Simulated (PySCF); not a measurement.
Tc³⁺ (technetium, charge +3) across methods

[Kr] 4d4, high-spin 5D determinant. Calculation: PySCF 2.14, in x2c-TZVPPall with one added diffuse shell each of s, p, d, f type (9s7p7d3f1g, 95 functions); the spin-free X2C one-electron Hamiltonian (Gaussian nucleus).

```tsv
method	E (hartree)	mean ε 4p α (eV)	mean ε 4p β (eV)	mean ε 4d α (eV)	Σ⟨r²⟩ (bohr²)	⟨S²⟩
UHF	-4281.26113	-90.293	-81.925	-43.151	26.00	6.003
PBE	-4282.95	-76.577	-73.416	-36.461	26.11	6.001
BP86	-4283.85	-76.598	-73.594	-36.473	26.06	6.000
LDA	-4278.43	-76.611	-73.731	-36.483	26.14	6.000
r2SCAN	-4283.36	-78.091	-74.127	-36.849	25.98	6.001
CAM-B3LYP	-4283.59	-81.501	-77.463	-39.661	26.09	6.001
revPBE	-4283.18	-76.538	-73.364	-36.427	26.08	6.001
PBE0	-4283.04	-80.289	-75.928	-38.355	26.02	6.001
```

Q: Estimate the same row for LC-wPBE.

A: E (hartree) = -4282.96; mean ε 4p α (eV) = -82.434; mean ε 4p β (eV) = -78.658; mean ε 4d α (eV) = -41.212; Σ⟨r²⟩ (bohr²) = 26.00; ⟨S²⟩ = 6.001.
